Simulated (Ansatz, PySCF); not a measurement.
Process, species as SMILES: CCOC [methoxyethane] → C[O] + [CH2]C (the C-O bond at the site shown breaks; other sites are not compared here)
Structures are relaxed separately at B3LYP-D3(BJ)/def2-TZVP in Ansatz (a program for electronic structure), one conformer each, not searched for the lowest.

Wanted: bond dissociation energy (0 K, with B3LYP-D3(BJ) harmonic zero-point energies from PySCF), in kJ/mol. Cores are frozen in the correlated levels unless marked. UHF or UKS for open shells. Spin-orbit coupling is left out. Non-relativistic. Basis-set limits of correlation are two-point, X^-3; Hartree-Fock from the larger set. [CCSD(T)-MP2]/basis is that difference in the basis named.

RI-MP2/CBS(cc-pVTZ,cc-pVQZ)+[CCSD(T)-MP2]/cc-pVTZ (Ansatz) gives 357.2 kJ/mol.

### Question
Another calculation gave 414.0 kJ/mol. Which level was it?
A) wB97M-V/def2-TZVPD (Ansatz)
B) r2SCANh/def2-TZVPD (Ansatz)
C) SVWN5/def2-TZVPD (Ansatz)
D) HSE06/def2-TZVPD (Ansatz)

### Answer
C, SVWN5/def2-TZVPD (Ansatz). The others give 344.3 (wB97M-V), 306.4 (r2SCANh), 323.7 (HSE06) kJ/mol.
